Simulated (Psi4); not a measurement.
CH$_{7}$Si$_{2}$ (SMILES [SiH2]C[SiH3]), doublet, at a GFN2-xTB geometry; BLYP/STO-3G run with Psi4.

The Psi4 input:
```
memory 2 GB

molecule mol {
0 2
Si    1.599887    0.347367    0.048489
C     0.098829   -0.730517   -0.378432
Si   -1.553069    0.009259    0.194946
H     2.874026   -0.305758   -0.245740
H     1.522582    1.684123   -0.530948
H     0.069946   -0.886209   -1.459556
H     0.225702   -1.717863    0.066588
H    -2.669198   -0.855250   -0.203237
H    -1.737174    1.327114   -0.417504
H    -1.534314    0.144190    1.652897
}

set {
  basis sto-3g
  reference uks
  basis_guess sto-3g
}

energy('blyp')
print_variables()
```

Output, abridged:

```
  //>>>>>>>>>>>>>>>>>>>>>>>>>>>>>>>>>>>//
  //      Guess SCF, STO-3G Basis      //
  //<<<<<<<<<<<<<<<<<<<<<<<<<<<<<<<<<<<//

   => Loading Basis Set <=

    Name: STO-3G
    Role: ORBITAL
    Keyword: BASIS

         ---------------------------------------------------------
                           SCF Castup computation
         ---------------------------------------------------------
                                   SCF
               by Justin Turney, Rob Parrish, Andy Simmonett
                          and Daniel G. A. Smith
                              UKS Reference
         ---------------------------------------------------------

  ==> Geometry <==

    Molecular point group: c1
    Full point group: C1

    Geometry (in Angstrom), charge = 0, multiplicity = 2:

       Center              X                  Y                   Z               Mass
    ------------   -----------------  -----------------  -----------------  -----------------
         SI           1.583387928231     0.339412290501     0.033517680535    27.976926534650
         C            0.082329928231    -0.738471709499    -0.393403319465    12.000000000000
         SI          -1.569568071769     0.001304290501     0.179974680535    27.976926534650
         H            2.857526928231    -0.313712709499    -0.260711319465     1.007825032230
         H            1.506082928231     1.676168290501    -0.545919319465     1.007825032230
         H            0.053446928231    -0.894163709499    -1.474527319465     1.007825032230
         H            0.209202928231    -1.725817709499     0.051616680535     1.007825032230
         H           -2.685697071769    -0.863204709499    -0.218208319465     1.007825032230
         H           -1.753673071769     1.319159290501    -0.432475319465     1.007825032230
         H           -1.550813071769     0.136235290501     1.637925680535     1.007825032230

  Running in c1 symmetry.

  Rotational constants: A =      0.66949  B =      0.09901  C =      0.09151 [cm^-1]
  Rotational constants: A =  20070.90299  B =   2968.23393  C =   2743.46965 [MHz]
  Nuclear repulsion =  141.466237191267908

  Charge       = 0
  Multiplicity = 2
  Electrons    = 41
  Nalpha       = 21
  Nbeta        = 20

  ==> Algorithm <==

  SCF Algorithm Type is DF.
  DIIS enabled.
  MOM disabled.
  Fractional occupation disabled.
  Guess Type is SAD.
  Energy threshold   = 1.00e-06
  Density threshold  = 1.00e-06
  Integral threshold = 1.00e-12

  ==> Primary Basis <==

  Basis Set: STO-3G
    Blend: STO-3G
    Number of shells: 20
    Number of basis functions: 30
    Number of Cartesian functions: 30
    Spherical Harmonics?: true
    Max angular momentum: 1

  ==> DFT Potential <==

   => LibXC <=

    Version 7.1.2
    S. Lehtola, C. Steigemann, M. J. T. Oliveira, and M. A. L. Marques,  SoftwareX 7, 1–5 (2018) (10.1016/j.softx.2017.11.002)

   => Composite Functional: BLYP <=

    BLYP GGA Exchange-Correlation Functional

    P.J. Stephens et. al., J. Phys. Chem., 98, 11623-11627, 1994
    B. Miehlich et. al., Chem. Phys. Lett., 157(3), 200-206 1989

    Deriv               =              1
    GGA                 =           TRUE
    Meta                =          FALSE

    Exchange Hybrid     =          FALSE
    MP2 Hybrid          =          FALSE

   => Exchange Functionals <=

    1.0000     XC_GGA_X_B88

   => Correlation Functionals <=

    1.0000     XC_GGA_C_LYP

   => LibXC Density Thresholds  <==

    XC_GGA_C_LYP:  1.00E-14
    XC_GGA_X_B88:  1.00E-15

   => Molecular Quadrature <=

    Radial Scheme          =       TREUTLER
    Pruning Scheme         =           NONE
    Nuclear Scheme         =       TREUTLER

    Blocking Scheme        =         OCTREE
    BS radius alpha        =              1
    Pruning alpha          =              1
    Radial Points          =             75
    Spherical Points       =            302
    Total Points           =         213076
    Total Blocks           =           1628
    Max Points             =            256
    Max Functions          =             29
    Weights Tolerance      =       1.00E-15

   => Loading Basis Set <=

    Name: (STO-3G AUX)
    Role: JKFIT
    Keyword: DF_BASIS_SCF

  ==> Integral Setup <==

  SCF_SUBTYPE=INCORE selected. In-core MEM_DF algorithm will be used.
  Using in-core AOs.

  ==> MemDFJK: Density-Fitted J/K Matrices <==

    J tasked:                   Yes
    K tasked:                    No
    wK tasked:                   No
    Algorithm:                 Core
    Schwarz Cutoff:           1E-12
    Mask sparsity (%):       6.0000
    Fitting Condition:        1E-10

   => Auxiliary Basis Set <=

  Basis Set: (STO-3G AUX)
    Blend: DEF2-UNIVERSAL-JKFIT
    Number of shells: 143
    Number of basis functions: 457
    Number of Cartesian functions: 539
    Spherical Harmonics?: true
    Max angular momentum: 4

  Minimum eigenvalue in the overlap matrix is 2.4652460546E-01.
  Reciprocal condition number of the overlap matrix is 1.0851475656E-01.
    Using symmetric orthogonalization.

  ==> Pre-Iterations <==

  SCF Guess: Superposition of Atomic Densities via on-the-fly atomic UHF (no occupation information).

   -------------------------
    Irrep   Nso     Nmo
   -------------------------
     A         30      30
   -------------------------
    Total      30      30
   -------------------------

  ==> Iterations <==

                           Total Energy        Delta E     RMS |[F,P]|

   @DF-UKS iter SAD:  -612.07990389336965   -6.12080e+02   0.00000e+00
   @DF-UKS iter   1:  -613.89088901713751   -1.81099e+00   8.61071e-03 ADIIS/DIIS
   @DF-UKS iter   2:  -613.89312271510073   -2.23370e-03   8.40488e-03 ADIIS/DIIS
   @DF-UKS iter   3:  -613.93943440411545   -4.63117e-02   1.53970e-03 ADIIS/DIIS
   @DF-UKS iter   4:  -613.94079078575533   -1.35638e-03   2.20014e-04 ADIIS/DIIS
   @DF-UKS iter   5:  -613.94082418470202   -3.33989e-05   2.86838e-05 DIIS
[...]
  @DF-UKS Final Energy:  -613.94082511877434
    Total Energy =                       -613.9408251187743417
[...]
  Guess Type is SAD.
  Energy threshold   = 1.00e-06
  Density threshold  = 1.00e-06
  Integral threshold = 1.00e-12

  ==> Primary Basis <==

  Basis Set: STO-3G
    Blend: STO-3G
    Number of shells: 20
    Number of basis functions: 30
    Number of Cartesian functions: 30
    Spherical Harmonics?: true
    Max angular momentum: 1

  ==> DFT Potential <==

   => LibXC <=

    Version 7.1.2
    S. Lehtola, C. Steigemann, M. J. T. Oliveira, and M. A. L. Marques,  SoftwareX 7, 1–5 (2018) (10.1016/j.softx.2017.11.002)

   => Composite Functional: BLYP <=

    BLYP GGA Exchange-Correlation Functional

    P.J. Stephens et. al., J. Phys. Chem., 98, 11623-11627, 1994
    B. Miehlich et. al., Chem. Phys. Lett., 157(3), 200-206 1989

    Deriv               =              1
    GGA                 =           TRUE
    Meta                =          FALSE

    Exchange Hybrid     =          FALSE
    MP2 Hybrid          =          FALSE

   => Exchange Functionals <=

    1.0000     XC_GGA_X_B88

   => Correlation Functionals <=

    1.0000     XC_GGA_C_LYP

   => LibXC Density Thresholds  <==

    XC_GGA_C_LYP:  1.00E-14
    XC_GGA_X_B88:  1.00E-15

   => Molecular Quadrature <=

    Radial Scheme          =       TREUTLER
    Pruning Scheme         =           NONE
    Nuclear Scheme         =       TREUTLER

    Blocking Scheme        =         OCTREE
    BS radius alpha        =              1
    Pruning alpha          =              1
    Radial Points          =             75
    Spherical Points       =            302
    Total Points           =         213076
    Total Blocks           =           1628
    Max Points             =            256
    Max Functions          =             29
    Weights Tolerance      =       1.00E-15

   => Loading Basis Set <=

    Name: (STO-3G AUX)
    Role: JKFIT
    Keyword: DF_BASIS_SCF

  Computing basis projection from STO-3G to STO-3G

  ==> Integral Setup <==

  SCF_SUBTYPE=INCORE selected. In-core MEM_DF algorithm will be used.
  Using in-core AOs.

  ==> MemDFJK: Density-Fitted J/K Matrices <==

    J tasked:                   Yes
    K tasked:                    No
    wK tasked:                   No
    Algorithm:                 Core
    Schwarz Cutoff:           1E-12
    Mask sparsity (%):       6.0000
    Fitting Condition:        1E-10

   => Auxiliary Basis Set <=

  Basis Set: (STO-3G AUX)
    Blend: DEF2-UNIVERSAL-JKFIT
    Number of shells: 143
    Number of basis functions: 457
    Number of Cartesian functions: 539
    Spherical Harmonics?: true
    Max angular momentum: 4

  Minimum eigenvalue in the overlap matrix is 2.4652460546E-01.
  Reciprocal condition number of the overlap matrix is 1.0851475656E-01.
    Using symmetric orthogonalization.

  ==> Pre-Iterations <==

  SCF Guess: Orbitals guess was supplied from a previous computation.

   -------------------------
    Irrep   Nso     Nmo
   -------------------------
     A         30      30
   -------------------------
    Total      30      30
   -------------------------

  ==> Iterations <==

                           Total Energy        Delta E     RMS |[F,P]|

   @DF-UKS iter   0:  -613.94082511887575   -6.13941e+02   1.03045e-07
   @DF-UKS iter   1:  -613.94082511888405   -8.29914e-12   6.25054e-08 DIIS
  Energy and wave function converged.

  ==> Post-Iterations <==

   Electrons on quadrature grid:
      Nalpha   =   20.9999926541 ; deviation = -7.346e-06
      Nbeta    =   19.9999916595 ; deviation = -8.341e-06
      Ntotal   =   40.9999843136 ; deviation = -1.569e-05

   @Spin Contamination Metric:   6.554451557E-04
   @S^2 Expected:                7.500000000E-01
   @S^2 Observed:                7.506554452E-01
   @S   Expected:                5.000000000E-01
   @S   Observed:                5.000000000E-01

    Orbital Energies [Eh]
    ---------------------

    Alpha Occupied:

[...]
    Alpha Virtual:

[...]
    Beta Occupied:

[...]
    Beta Virtual:

[...]
      30A      0.463491

    Final Occupation by Irrep:
              A
    DOCC [    20 ]
    SOCC [     1 ]
    NA   [    21 ]
    NB   [    20 ]

  @DF-UKS Final Energy:  -613.94082511888405

   => Energetics <=

    Nuclear Repulsion Energy =            141.4662371912679077
    One-Electron Energy =               -1133.7915433276359636
    Two-Electron Energy =                 428.2682323604509520
    DFT Exchange-Correlation Energy =     -49.8837513429670238
    Empirical Dispersion Energy =           0.0000000000000000
    VV10 Nonlocal Energy =                  0.0000000000000000
    Total Energy =                       -613.9408251188840495

  UHF NO Occupations:
  HONO-2 :   19  A 1.9999045
  HONO-1 :   20  A 1.9998652
  HONO-0 :   21  A 1.0000000
  LUNO+0 :   22  A 0.0001348
  LUNO+1 :   23  A 0.0000955
  LUNO+2 :   24  A 0.0000849
  LUNO+3 :   25  A 0.0000122

Computation Completed

Properties will be evaluated at   0.000000,   0.000000,   0.000000 [a0]

Properties computed using the SCF density matrix

 Multipole Moments:

 ------------------------------------------------------------------------------------
     Multipole            Electronic (a.u.)      Nuclear  (a.u.)        Total (a.u.)
 ------------------------------------------------------------------------------------

 L = 1.  Multiply by 2.5417464519 to convert [e a0] to [Debye]
 Dipole X            :          1.2845794           -1.2783354            0.0062441
 Dipole Y            :          0.5442331           -0.6163041           -0.0720710
 Dipole Z            :          1.2286905           -1.1599632            0.0687273
 Magnitude           :                                                    0.0997831

 ------------------------------------------------------------------------------------

  Variable Map:
  ----------------------------------------------------------------------------
[...]
  Array Variable Map:
  ----------------------------------------------------------------------------
[...]
[...]
```
